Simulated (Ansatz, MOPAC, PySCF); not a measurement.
Molecule: SiOBr, charge 0, multiplicity 2. SMILES: O=[Si]Br
Coordinates optimised at B3LYP-D3(BJ)/def2-TZVP (Ansatz, a first-principles code):
```
Si
O 1 1.5259
Br 1 2.2484 2 125.33
```
Charge 0, spin multiplicity 2.

Unscaled harmonic wavenumbers (cm⁻¹) in rising order, each level at the stationary point that it reaches from this structure (no distance between atoms moves by over 0.3 Å); the order of modes can differ between levels, and a negative number is imaginary. B3LYP-D3(BJ)/def2-TZVP (PySCF, at the structure above): 195, 379, 1171.

AM1 (MOPAC): 173, 347, 1208. Zero-point energy 2.5 against 2.5 kcal/mol; where all levels lie over 400 cm⁻¹, the wavenumbers are on average 1.031 times those of B3LYP-D3(BJ)/def2-TZVP.

HF/3-21G (Ansatz): 198, 341, 884. Zero-point energy 2.0 against 2.5 kcal/mol; where all levels lie over 400 cm⁻¹, the wavenumbers are on average 0.755 times those of B3LYP-D3(BJ)/def2-TZVP.

HF/6-31G* with LANL2DZ past Ar (Ansatz): 222, 387, 1322. Zero-point energy 2.8 against 2.5 kcal/mol; where all levels lie over 400 cm⁻¹, the wavenumbers are on average 1.129 times those of B3LYP-D3(BJ)/def2-TZVP.

B3LYP/6-31G* with LANL2DZ past Ar (Ansatz): 182, 341, 1156. Zero-point energy 2.4 against 2.5 kcal/mol; where all levels lie over 400 cm⁻¹, the wavenumbers are on average 0.987 times those of B3LYP-D3(BJ)/def2-TZVP.
